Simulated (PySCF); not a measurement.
From one molecule to another.

First species: C2H2ClF3O2S.
Cartesian coordinates in Å at the GFN2-xTB level; atoms count from 1:
```
atom  x, y, z in Å
O1     0.832   -1.239   -1.357
S2     1.222   -0.014   -0.751
O3     1.836    1.001   -1.530
Cl4    2.443   -0.401    0.795
C5    -0.273    0.709    0.081
F6    -0.866    1.416   -0.903
C7    -1.137   -0.462    0.518
F8    -0.359   -1.344    1.175
F9    -2.092   -0.074    1.386
H10    0.011    1.379    0.897
H11   -1.612   -0.968   -0.336
```

Second species: FH10NSi4.
InChI=1S/FH10NSi4/c1-6(4,5)2-3/h2H,3-5H3

Levels: wB97X-D/def2-SVPD for dipole moment, HOMO energy, LUMO energy, HOMO–LUMO gap, static isotropic polarisability and electronic spatial extent ⟨r²⟩ about the centre of nuclear charge; TDDFT wB97X-D/def2-SVPD for lowest singlet excitation; TDA wB97X-D/def2-SVPD for lowest triplet excitation (Tamm–Dancoff); GFN2-xTB for rotational constant A and rotational constant C. Geometries: GFN2-xTB. Each structure is a single optimised conformer of the isolated species, non-relativistic unless stated. Electronic properties by PySCF.

Dipoles, sizes and rotational constants follow the conformer. The torsions of the flexible species, by atom-mapped SMILES:
- `[O:1]=[S:2](=[O:3])([Cl:4])[C@@H:5]([F:6])[CH:7]([F:8])[F:9]`: O1–S2–C5–F6 -87°, S2–C5–C7–F8 49°
- `[F:1][Si:2]([SiH3:3])([SiH3:4])[NH:5][SiH3:6]`: F1–Si2–N5–Si6 180°

| property | column X | column Y |
| --- | --- | --- |
| dipole moment | 1.15 D | 2.25 D |
| HOMO energy | -8.90 eV | -11.58 eV |
| LUMO energy | 0.54 eV | -0.30 eV |
| HOMO–LUMO gap | 9.44 eV | 11.28 eV |
| lowest singlet excitation | 4.89 eV | 6.09 eV |
| lowest triplet excitation (Tamm–Dancoff) | 4.47 eV | 5.45 eV |
| static isotropic polarisability | 118.2 au | 67.5 au |
| electronic spatial extent ⟨r²⟩ about the centre of nuclear charge | 1644 bohr² | 1406 bohr² |
| rotational constant A | 1.308 GHz | 1.727 GHz |
| rotational constant C | 0.810 GHz | 0.786 GHz |

**Question.** Which column belongs to which species?

**Answer.** Column X is the second species and column Y the first. The first has 11 atoms and 90 electrons, the second 16 and 82.

**Question.** How does each property change from the first species to the second?

**Answer.** dipole moment -1.10 D; HOMO energy +2.68 eV; LUMO energy +0.84 eV; HOMO–LUMO gap -1.84 eV; lowest singlet excitation -1.20 eV; lowest triplet excitation (Tamm–Dancoff) -0.98 eV; static isotropic polarisability +50.7 au; electronic spatial extent ⟨r²⟩ about the centre of nuclear charge +238 bohr²; rotational constant A -0.419 GHz; rotational constant C +0.024 GHz.

On the first: The principal polarisabilities are 59.3, 66.9 and 76.3 au; their mean is the isotropic value. S1 lies 5.19 eV below the HOMO–LUMO gap; its leading configuration is HOMO→LUMO, weight 0.96.

On the second: The principal polarisabilities are 100.2, 121.5 and 132.9 au; their mean is the isotropic value. The 8 singlets span 4.89 to 7.42 eV, and their oscillator strengths add up to 0.37. GFN2-xTB frequencies show an imaginary mode (48i cm⁻¹), so this geometry is no minimum at that level.
